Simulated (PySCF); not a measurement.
**HgCl⁺: frontier orbitals**

RHF at R = 2.288 Å; Hg def2-SVP with ECP60, Cl def2-SVP; scalar-relativistic core potentials (PySCF 2.14). State: ¹Σ⁺ (singlet), closed shell. Only the outer orbitals are listed, counted within each symmetry, core potentials removing the inner ones.

```json
{"orbital": "3π", "occ.": "2", "ε (eV)": "-26.33", "on Hg (%)": "99", "main shells (%)": "99 Hg d"}
{"orbital": "3π", "occ.": "2", "ε (eV)": "-26.33", "on Hg (%)": "99", "main shells (%)": "99 Hg d"}
{"orbital": "7σ", "occ.": "2", "ε (eV)": "-26.24", "on Hg (%)": "91", "main shells (%)": "90 Hg d"}
{"orbital": "1δ", "occ.": "2", "ε (eV)": "-26.00", "on Hg (%)": "100", "main shells (%)": "100 Hg d"}
{"orbital": "1δ", "occ.": "2", "ε (eV)": "-26.00", "on Hg (%)": "100", "main shells (%)": "100 Hg d"}
{"orbital": "8σ", "occ.": "2", "ε (eV)": "-18.77", "on Hg (%)": "39", "main shells (%)": "59 Cl p, 34 Hg s"}
{"orbital": "4π", "occ.": "2", "ε (eV)": "-17.87", "on Hg (%)": "5", "main shells (%)": "95 Cl p"}
{"orbital": "4π", "occ.": "2", "ε (eV)": "-17.87", "on Hg (%)": "5", "main shells (%)": "95 Cl p"}
{"orbital": "9σ", "occ.": "0", "ε (eV)": "-8.07", "on Hg (%)": "77", "main shells (%)": "59 Hg s, 23 Cl p, 17 Hg p"}
{"orbital": "5π", "occ.": "0", "ε (eV)": "-3.55", "on Hg (%)": "98", "main shells (%)": "98 Hg p"}
{"orbital": "5π", "occ.": "0", "ε (eV)": "-3.55", "on Hg (%)": "98", "main shells (%)": "98 Hg p"}
```

Task: Which are the highest filled and the lowest empty level, where do they sit, and how wide is the gap?

Result: Highest filled 4π at -17.87 eV (in %: 95 Cl p); lowest empty 9σ at -8.07 eV (in %: 59 Hg s, 23 Cl p, 17 Hg p); the gap at RHF is 9.80 eV.

The bond order (Mayer) is 1.19, the ⟨S²⟩ is 0.000 and the charge on Hg (Mulliken, basis-dependent) is 1.14. The charge on Hg (Löwdin, basis-dependent) is 0.90, the dipole moment (positive dipole points towards Cl; it is taken about the centre of mass and depends on that origin) is -4.08 D and the polarisability along the bond is 52.1 bohr³. The polarisability across the bond is 19.7 bohr³.

Spin–orbit coupling is left out.
